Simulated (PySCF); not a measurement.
A GIAO shielding run with PySCF (density fitting, non-relativistic, gas phase) on SMILES F[C@@H](C[SiH3])[C@@H]1O[C@@H]1F, C4H8F2OSi:

```
$ OMP_NUM_THREADS=1 python probes_run.py task.json out

{"job": {"kind": "nmr", "xc": "PBE0", "basis": "pcSseg-1"}, "charge": 0, "multiplicity": 1}
F      0.731402    -1.498085     0.745411
C      0.012729    -0.390924     0.328192
C      0.690806     0.241311    -0.872282
Si     2.464481     0.831862    -0.483582
C     -1.388397    -0.873051     0.001652
O     -2.380083     0.108580    -0.189325
C     -2.504636    -0.670778     0.927402
F     -2.268423    -0.059702     2.110309
H     -0.013524     0.297293     1.181060
H      0.067748     1.073764    -1.197858
H      0.703609    -0.488345    -1.683288
H      2.382535     1.881803     0.533680
H      3.018545     1.364185    -1.728790
H      3.261526    -0.292908    -0.004810
H     -1.431194    -1.713138    -0.688065
H     -3.354722    -1.340062     1.008883
```

Hardware: 1 thread of an Arm Neoverse V2, shared host. The job also computes population analyses, field gradients, ring-centre shieldings.

(1) How large is the calculation?

(2) How long does it take, and how much memory does it need?

Answers

(1) 72 electrons, 183 basis functions and 972 auxiliary functions.

(2) 35 s of wall time, with 14 SCF cycles and 4 response iterations; peak memory 0.88 GiB. Times on a shared host scatter by some tens of per cent.
